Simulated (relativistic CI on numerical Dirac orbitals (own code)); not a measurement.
**One change at a time: As12+**

Base calculation: Dirac-Coulomb-Breit CI, KLI orbitals optimised for each configuration, QED by a radiative potential, unscaled Slater integrals.

Configuration list (outside the closed core [Ne]): 3s²3p⁶3d³, 3s²3p⁵3d⁴, 3s3p⁶3d⁴, 3s²3p⁶3d²4s, 3s²3p⁶3d²4p, 3s²3p⁶3d²4d, 3s²3p⁶3d²4f, 3s²3p⁶3d4s4p, 3s²3p⁵3d³4s, 3s²3p⁶3d²5s, 3s²3p⁶3d²5p, 3s²3p⁵3d³4p, 3s²3p⁶3d²5d, 3s²3p⁶3d4p4d, 3s²3p⁶3d²5f, 3s²3p⁶3d²5g, 3s²3p⁵3d³4d, 3s²3p⁶3d²6s, 3s3p⁶3d³4s, 3s²3p⁶3d²6p, 3s²3p⁶3d²6d, 3s²3p⁵3d³4f, 3s3p⁶3d³4p, 3p⁶3d⁵, 3p⁵3d⁶, 3s²3p⁶3d4s², 3s²3p⁶4s²4p, 3s²3p⁶4s²4d, 3s²3p⁶4s²4f, 3s²3p⁶3d4p², 3s²3p⁶4s4p², 3s²3p⁶4p³, 3s²3p⁶4p²4d, 3s²3p⁶4p²4f, 3s²3p⁶3d4s4d, 3s²3p⁶4s4p4d, 3s²3p⁶4s4d², 3s²3p⁶4s4d4f, 3s²3p⁶3d4d², 3s²3p⁶4p4d², 3s²3p⁶4d³, 3s²3p⁶4d²4f, 3s3p⁶3d²4s², 3s3p⁶3d4s²4p, 3s3p⁶3d4s²4d, 3s3p⁶3d4s²4f, 3p⁶3d⁴4s, 3p⁵3d⁵4s. Double excitations out of closed p, d and f shells are left out; levels of such configurations are missing from the list, as are those of other unlisted configurations, and high levels can miss mixing partners. These lack a partner that the ground configuration has and come out too high: 3s²3p⁵3d³4p, 3s²3p⁵3d³4d, 3s²3p⁵3d³4f.

Variants: (1) P86 correlation estimate; (2) QED terms removed; (3) only the first 3 configurations. Shifts of the energy above 3s²3p⁶3d³ ⁴F3/2, in cm⁻¹, for the lowest level and the first level of each name with at least 55 % of one term (blank where a level changes its place among those of its configuration and J or its character, or is not in the variant):

```
           Level     Base  Δ(1)   Δ(2)    Δ(3)
 3s²3p⁶3d³ ⁴F3/2      0.0   0.0    0.0     0.0
 3s²3p⁶3d³ ⁴F5/2   3116.2  +0.1  -13.1   +18.8
 3s²3p⁶3d³ ⁴F7/2   6915.4  +0.2  -27.4   +39.8
 3s²3p⁶3d³ ⁴F9/2  11086.0  +0.3  -41.2   +59.6
 3s²3p⁶3d³ ⁴P1/2  38655.8  +4.6  -10.6   -39.3
 3s²3p⁶3d³ ⁴P3/2  38762.0  +4.1   -5.7   -92.1
 3s²3p⁶3d³ ²G7/2  42772.1  +0.5  -20.1  -194.7
 3s²3p⁶3d³ ⁴P5/2  43671.1  +5.0  -29.7   +20.2
 3s²3p⁶3d³ ²G9/2  45355.8  +0.4  -24.0  -123.7
 3s²3p⁶3d³ ²D3/2  54454.9  +1.3  -15.4  -423.5
 3s²3p⁶3d³ ²P1/2  57165.8  -0.1  -26.7  -625.5
 3s²3p⁶3d³ ²H9/2  59339.7  -0.1  -40.6  +104.1
3s²3p⁶3d³ ²H11/2  60243.4  -0.3  -36.2  +166.8
 3s²3p⁶3d³ ²D5/2  63294.0  +2.6  -35.7  -355.1
```

At this charge energies of transitions that change n are usually good to better than 1 %, and those within a shell (Δn = 0) to a few per cent. Terms inside the open d or f shell come out 10 to 20 % too wide with unscaled integrals.

Ionisation energy from the two ground configurations alone: base 374.724 eV; P86 correlation estimate 376.381 eV. The NIST ASD value (theoretical) is 375 eV.

LS names give the leading component of a level, which can be under half, so a name can repeat, a term be missing and a line seem to break the LS rules.
